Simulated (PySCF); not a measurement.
Compound: (NaF)3 ring, Na₃F₃.
Z-matrix (Å and degrees, PBE0-D3(BJ)/def2-SVP geometry), rows numbered from 1:
```
Na
F   1  2.0204
Na  2  2.0193  1  117.43
F   3  2.0196  2  121.42  1    -0.35
Na  4  2.0218  3  118.25  2     2.69
F   5  2.0206  4  123.17  3    -2.90
```

Level of theory: PySCF 2.14.0, density-fitted response routines, TDDFT PBE0/def2-SVPD, vertical, gas phase, core orbitals frozen in the response.

Predict the UV-vis stick spectrum at this level.

```json
{"state": "S1", "λ (nm)": "186.5", "E (eV)": "6.65", "f": "0.034", "|μ| (D)": "1.15", "main configurations (H = HOMO, L = LUMO)": "H-1/H→L (≥64%), H-3/H-2→L (≥27%)"}
{"state": "S2", "λ (nm)": "186.4", "E (eV)": "6.65", "f": "0.018", "|μ| (D)": "0.85", "main configurations (H = HOMO, L = LUMO)": "H-3/H-2→L (≥62%), H-1/H→L (≥24%)"}
{"state": "S3", "λ (nm)": "186.4", "E (eV)": "6.65", "f": "0.0033", "|μ| (D)": "0.36", "main configurations (H = HOMO, L = LUMO)": "H-3/H-2→L (≥85%)"}
{"state": "S4", "λ (nm)": "186.1", "E (eV)": "6.66", "f": "0.054", "|μ| (D)": "1.46", "main configurations (H = HOMO, L = LUMO)": "H-1/H→L (≥87%)"}
{"state": "S5", "λ (nm)": "183.4", "E (eV)": "6.76", "f": "0.099", "|μ| (D)": "1.97", "main configurations (H = HOMO, L = LUMO)": "H-4→L (89%)"}
{"state": "S6", "λ (nm)": "179.8", "E (eV)": "6.90", "f": "0.0000", "|μ| (D)": "0.04", "main configurations (H = HOMO, L = LUMO)": "H-5→L (93%)"}
{"state": "S7", "λ (nm)": "178.6", "E (eV)": "6.94", "f": "0.0000", "|μ| (D)": "0.02", "main configurations (H = HOMO, L = LUMO)": "H-6→L (81%), H-1/H→L+1 (≥8%)"}
{"state": "S8", "λ (nm)": "173.5", "E (eV)": "7.15", "f": "0.059", "|μ| (D)": "1.48", "main configurations (H = HOMO, L = LUMO)": "H-7→L (83%)"}
{"state": "S9", "λ (nm)": "173.3", "E (eV)": "7.15", "f": "0.059", "|μ| (D)": "1.48", "main configurations (H = HOMO, L = LUMO)": "H-8→L (84%)"}
{"state": "S10", "λ (nm)": "171.4", "E (eV)": "7.23", "f": "0.0000", "|μ| (D)": "0.03", "main configurations (H = HOMO, L = LUMO)": "H-1/H→L+1 (≥58%), H-1/H→L+2 (≥36%)"}
```

Triplets (Tamm–Dancoff): T1 6.54 eV, H-3/H-2→L (≥72%), H-1/H→L (≥15%); T2 6.55 eV, H-3/H-2→L (≥84%); T3 6.55 eV, H-1/H→L (≥74%), H-3/H-2→L (≥8%); T4 6.57 eV, H-1/H→L (≥86%).

The lowest singlet level (S1/S2) lies at 6.65 eV (187 nm, vacuum ultraviolet) and is of moderate strength. The strongest level in the table is S8/S9 at 7.15 eV (174 nm, f = 0.119 summed). S1/S2/S3 and S8/S9 lie within about 0.01 eV of each other in each set. Löwdin shares by element: HOMO (one of a set within 0.03 eV) fluorine 96%; LUMO sodium 96%. Orbital energies (eV): HOMO-3 -8.18, HOMO-2 -8.18, HOMO-1 -8.16, HOMO -8.15, LUMO -0.42, LUMO+1 0.05, LUMO+2 0.07. The oscillator strengths of these states sum to 0.327; summed over the whole spectrum of an exact calculation they would give the number of electrons, 60 (Thomas–Reiche–Kuhn). Weighted by f, the mean energy of these states is 6.87 eV. The vertical ionisation energy (ΔSCF) is 11.73 eV, 4.49 eV above S10. Orbitals of the list HOMO-3 to LUMO+2 that lie within 0.01 eV of each other are written together with a slash and their weights summed (≥ marks a lower bound); for degenerate orbitals outside that list single weights are arbitrary. Singlets were solved by full linear response, triplets in the Tamm–Dancoff approximation.

One conformer stands for the species.
